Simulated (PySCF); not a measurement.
C8H6F2: full NMR table

* Formula: C8H6F2
* SMILES: C=Cc1cccc(F)c1F
* InChI: InChI=1S/C8H6F2/c1-2-6-4-3-5-7(9)8(6)10/h2-5H,1H2
* Point group of the computed structure: Cs
* Degrees of unsaturation: 5
* Carbon signals: 8
* Proton signals: 6

Atom-mapped SMILES (the numbers label the heavy atoms): `[CH2:1]=[CH:2][c:3]1[cH:4][cH:5][cH:6][c:7]([F:8])[c:9]1[F:10]` (H(Xn): hydrogen on atom n). Ha(C1) is cis to C3; Hb(C1) is trans to C3.

PySCF calculation with σ from GIAO-PBE0/pcSseg-1 and coordinates at the GFN2-xTB level; one conformer, no relativistic terms, isolated molecule.

Chemical shifts δ = σref − σ; 1H, 13C vs TMS; 19F against CFCl3, all at this level.

| carbon | δC, type | δH (multiplicity) | HMBC from (2–3 bonds) | span of the C tensor (ppm) |
| --- | --- | --- | --- | --- |
| C1 | 121.0, CH2 | Ha(C1) 6.29 (m); Hb(C1) 5.85 (m) | H(C2) | 219 |
| C2 | 134.4, CH | 7.35 (m) | H(C4), Ha(C1), Hb(C1) | 237 |
| C3 | 133.0, C | – | H(C4), H(C2), H(C5), Ha(C1), Hb(C1) | 179 |
| C4 | 123.6, CH | 7.78 (m) | H(C2), H(C6), H(C5) | 218 |
| C5 | 128.9, CH | 7.34 (m) | H(C4), H(C6) | 226 |
| C6 | 123.2, CH | 7.35 (m) | H(C4), H(C5) | 185 |
| C7 | 161.4, C | – | H(C6), H(C5) | 127 |
| C9 | 157.9, C | – | H(C4), H(C2), H(C6) | 113 |

Other nuclei:
```tsv
atoms	nucleus	environment	δ (ppm)	σ (ppm)
F8	19F	aryl fluorine	-143.8	314.8
F10	19F	aryl fluorine	-154.8	325.8
```

Carbon types of the structure: 3 × C, 4 × CH, 1 × CH2, which accounts for all hydrogens. δC 161.4, 157.9: aromatic carbon bearing fluorine; the electronegative substituent deshields the carbon that carries it. δC 134.4: alkene CH; the olefinic region. δC 133.0: substituted aromatic carbon. δC 128.9, 123.6, 123.2: aromatic CH. δC 121.0: terminal =CH2 carbon; as expected for a trigonal carbon in a double bond.

Splittings by 19F in the carbon and heteronuclear signals aren't shown, as no couplings were computed. Shifts are as computed. Against solution values, carbons near 30 ppm lie about +3 ppm off and those near 130 ppm about +5 ppm. Of 1211 compounds with measured shifts, 218 miss one by over three times the rms of a fit or turn the order of signals round; such compounds aren't used in these exercises. Unscaled 19F shifts against computed CFCl3 carry errors that often reach 10 to 50 ppm. Multiplicities follow the n + 1 count of equivalent neighbours, as no J values were calculated; m marks all less simple cases, F and P coupling included.
